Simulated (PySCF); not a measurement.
## Basis-set dependence of population analyses: `N[SiH](N)P`

H7N2PSi.
Cartesian coordinates in Å at the PBE0-D3(BJ)/def2-SVP level; atoms count from 1:
```xyz
11
H7N2PSi angstrom
N     -0.0765    1.2993    0.9705
Si    -0.3387    0.1718   -0.3105
N     -1.3034   -1.0997    0.3419
P      1.4115   -0.9375   -1.2542
H      0.3577    0.9890    1.8330
H      0.1957    2.2485    0.7411
H     -0.9009    1.0115   -1.4203
H     -1.3567   -1.9917   -0.1360
H     -2.1711   -0.8782    0.8181
H      2.1014    0.2658   -1.5951
H      2.1092   -1.1037   -0.0180
```

PBE0 throughout (PySCF), one geometry, spherical d and f functions. Isolated species at its PBE0-D3(BJ)/def2-SVP geometry (one conformer only). Atoms taken as equivalent share a column and are averaged.

Mulliken charges (e):

```
        basis  functions   N1/N3     Si2      P4  H5/H6/H8/H9      H7  H10/H11
       STO-3G         35  -0.593  +0.738  +0.105       +0.167  -0.146   -0.090
        6-31G         58  -0.986  +0.945  -0.182       +0.339  -0.132   -0.007
     pcSseg-0         58  -1.046  +1.128  -0.422       +0.324  -0.086   +0.088
       6-31G*         78  -0.909  +0.713  -0.276       +0.353  -0.102   +0.035
      cc-pVDZ         99  -0.298  +0.393  -0.194       +0.110  -0.096   +0.026
     def2-SVP         99  -0.400  +0.521  -0.177       +0.138  -0.112   +0.008
     pcSseg-1        117  -0.630  +0.767  -0.284       +0.200  -0.120   +0.047
  aug-cc-pVDZ        163  -0.314  +0.896  -1.100       -0.049  +0.245   +0.392
6-311+G(2d,p)        166  -0.834  +0.915  -0.272       +0.240  -0.079   +0.071
    def2-TZVP        178  -0.622  +0.474  -0.295       +0.241  -0.057   +0.078
      cc-pVTZ        226  -0.347  +0.357  -0.209       +0.144  -0.088   +0.030
     IGLO-III        228  -0.691  +0.927  -0.082       +0.206  -0.186   -0.050
```

IAO charges (e):

```
        basis  functions   N1/N3     Si2      P4  H5/H6/H8/H9      H7  H10/H11
       STO-3G         35  -0.693  +0.849  +0.014       +0.195  -0.142   -0.057
        6-31G         58  -0.813  +0.838  -0.192       +0.271  -0.128   +0.013
     pcSseg-0         58  -0.787  +0.855  -0.221       +0.256  -0.133   +0.023
       6-31G*         78  -0.834  +0.959  -0.167       +0.265  -0.167   -0.009
      cc-pVDZ         99  -0.827  +0.953  -0.173       +0.263  -0.169   -0.004
     def2-SVP         99  -0.820  +0.962  -0.166       +0.258  -0.175   -0.008
     pcSseg-1        117  -0.837  +0.972  -0.169       +0.264  -0.172   -0.005
  aug-cc-pVDZ        163  -0.860  +0.963  -0.179       +0.274  -0.165   +0.002
6-311+G(2d,p)        166  -0.871  +0.991  -0.167       +0.275  -0.173   -0.005
    def2-TZVP        178  -0.869  +1.004  -0.170       +0.273  -0.177   -0.006
      cc-pVTZ        226  -0.863  +0.992  -0.177       +0.273  -0.174   -0.003
     IGLO-III        228  -0.873  +0.998  -0.164       +0.275  -0.176   -0.006
```

Some averages cover members that differ in this geometry, most widely: N1/N3, Mulliken in aug-cc-pVDZ -0.385 to -0.244; N1/N3, Mulliken in 6-311+G(2d,p) -0.869 to -0.799; H5/H6/H8/H9, Mulliken in aug-cc-pVDZ -0.076 to -0.013; N1/N3, Mulliken in IGLO-III -0.705 to -0.677 e.

Question: Which scheme is steadiest as the basis changes?

Answer: Largest range over the bases for any column: IAO 0.23 e, Mulliken 1.21 e. IAO charges move least and Mulliken charges most, counted in e. Without the minimal STO-3G basis the ranges are IAO 0.17, Mulliken 1.02 e.

Question: How much do the charges still move between the two largest bases, cc-pVTZ and IGLO-III?

Answer: At most, over all atoms: Mulliken 0.571 e, IAO 0.013 e.

Question: What do the same runs give for the total energy, the frontier levels and the dipole moment?

Answer: 
| basis | energy (Eh) | HOMO (eV) | LUMO (eV) | μ (D) |
| --- | --- | --- | --- | --- |
| STO-3G | -735.5360 | -3.22 | 6.23 | 0.75 |
| 6-31G | -744.0826 | -6.50 | 1.23 | 1.86 |
| pcSseg-0 | -743.2059 | -6.58 | 1.15 | 2.14 |
| 6-31G* | -744.1852 | -6.50 | 1.07 | 1.85 |
| cc-pVDZ | -744.2335 | -6.47 | 1.04 | 1.73 |
| def2-SVP | -743.9541 | -6.53 | 1.07 | 1.73 |
| pcSseg-1 | -744.2014 | -6.69 | 0.74 | 1.73 |
| aug-cc-pVDZ | -744.2568 | -6.71 | -0.31 | 1.41 |
| 6-311+G(2d,p) | -744.3033 | -6.74 | -0.09 | 1.41 |
| def2-TZVP | -744.3149 | -6.69 | 0.51 | 1.48 |
| cc-pVTZ | -744.3159 | -6.65 | 0.61 | 1.55 |
| IGLO-III | -744.3182 | -6.68 | 0.37 | 1.31 |

The dipole is fixed by the density alone, so its range of 1.39 D shows that the density itself changes with the basis, not only its division among atoms.
